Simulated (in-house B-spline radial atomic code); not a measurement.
Ionising La6+ with different functionals

Computed with an all-electron radial atomic-structure program (B-spline basis): scalar-relativistic (spin-free X2C) Hamiltonian, Fermi nucleus of rms radius 4.855 fm, spin-polarised at highest spin, spherical fractional occupations for the functionals, and exact exchange of hybrids averaged over the configuration. The ionisation energy is the difference of two self-consistent energies, [Kr] 4d10 5s2 5p3 → [Kr] 4d10 5s2 5p2, without Breit or QED terms; ε is the level of the shell that loses the electron (its least bound occupied spin orbital). There is no spin-orbit coupling in this Hamiltonian.

| method | rung | ΔSCF (eV) | -ε(5p) (eV) |
| --- | --- | --- | --- |
| PBE0 | global hybrid | 91.33 | 86.43 |
| B3LYP | global hybrid | 91.21 | 85.90 |
| TPSSh | global hybrid | ? | ? |
| BHandHLYP | global hybrid | 91.19 | 87.98 |
| r2SCAN0 | global hybrid | 91.73 | 86.88 |
| B97-1 | global hybrid | 91.18 | 86.00 |
| HSE06 | range-separated hybrid | 91.24 | 85.94 |
| wB97X | range-separated hybrid | 90.93 | 88.75 |
| CAM-B3LYP | range-separated hybrid | 91.20 | 87.75 |
| LC-wPBE | range-separated hybrid | ? | ? |

(1) What does LC-wPBE give?

(2) What does TPSSh give?

(3) Among the functionals, which spreads more, the ΔSCF values or the orbital energies?

(4) How do they compare with the NIST value?

## Answers

(1) ΔSCF 91.28 eV, and -ε(5p) = 89.41 eV.

(2) ΔSCF 91.33 eV, and -ε(5p) = 85.43 eV.

(3) The orbital energies: ΔSCF values span about 0.79 eV and the orbital energies 3.99 eV; here energy differences depend much less on the functional than eigenvalues do.

(4) NIST lists 88 eV ± 2 (tabulated theory, ground level to ground level). Errors run from +2.93 to +3.73 eV; all lie within about twice that uncertainty, so the table can't rank the methods.
